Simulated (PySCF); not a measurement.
How methods differ on the ionisation energy of W(41+)

W(41+) [Ar] 3d10 4s2 4p3 [4p1/2^2 4p3/2^1, M_J = 3/2] → W(42+) [Ar] 3d10 4s2 4p2 [4p1/2^2, M_J = 0], as a difference of total energies. Calculation: PySCF 2.14, in an even-tempered Gaussian basis (16 s from 5 bohr⁻², ratio 2.8; 13 p from 6.5 bohr⁻², ratio 2.8; 8 d from 12 bohr⁻², ratio 2.8; 4 f from 29 bohr⁻², ratio 3); the two-component X2C-1e Hamiltonian. Correlated levels: [Ne] frozen; the 72 highest virtual spinors dropped. "Screened" scales the spin-orbit matrix elements by Boettger's factors to mimic the two-electron term; Breit and QED terms are absent.

```json
{"method": "GHF (spin-free)", "ionisation energy (eV)": "2023.9"}
{"method": "GMP2 (spin-free)", "ionisation energy (eV)": "2024.8"}
{"method": "GHF (screened spin-orbit)", "ionisation energy (eV)": "1988.5"}
{"method": "GMP2 (screened spin-orbit)", "ionisation energy (eV)": "1989.4"}
```

Breit and QED terms and the two-electron picture change are absent.

The spin-free rows relax to the high-spin LS determinant and lack the spin-orbit shift.

The labels give the starting determinants; with spin-orbit coupling the two ends relaxed to ⟨J²⟩ = 3.75, ⟨L²⟩ = 2.54, ⟨S²⟩ = 1.56 and ⟨J²⟩ = 0.00, ⟨L²⟩ = 1.38, ⟨S²⟩ = 1.38.

For comparison: 1994.8 ± 2 eV (semi-empirical (NIST evaluation); NIST Atomic Spectra Database, ionization energies).
